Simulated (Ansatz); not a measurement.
The same ligand exchange along the group B, Al, Ga, In.

Computed with Ansatz on PBE0-D4/def2-TZVP structures; ΔE is electronic, products minus reactants. CCSD(T)/CBS adds triple-zeta CCSD(T) − MP2 to the extrapolated MP2 energy (def2 sets, frozen cores). This one scheme is used for every species. Functionals use def2-TZVPP. def2 core potentials past Kr. For Ga, I, In outer-core shells are correlated without core-valence functions, which leaves a few kJ/mol of doubt a bond. Scalar relativity is left out up to krypton. Each species was taken in one conformer, which may not be the lowest.

| reaction | ωB97X-V (kcal/mol) | CCSD(T)/CBS(def2) (kcal/mol) |
| --- | --- | --- |
| `CSB(F)F` + HI → `FB(F)I` + CH₃SH | 4.9 | 4.2 |
| `C[S][Al]([F])[F]` + HI → `[F][Al]([F])[I]` + CH₃SH | -9.2 | -9.9 |
| `C[S][Ga]([F])[F]` + HI → `[F][Ga]([F])[I]` + CH₃SH | -8.5 | -8.3 |
| `C[S][In]([F])[F]` + HI → `[F][In]([F])[I]` + CH₃SH | -12.8 | -13.1 |

Largest T1 diagnostic: 0.016, for `C[S][In]([F])[F]`.
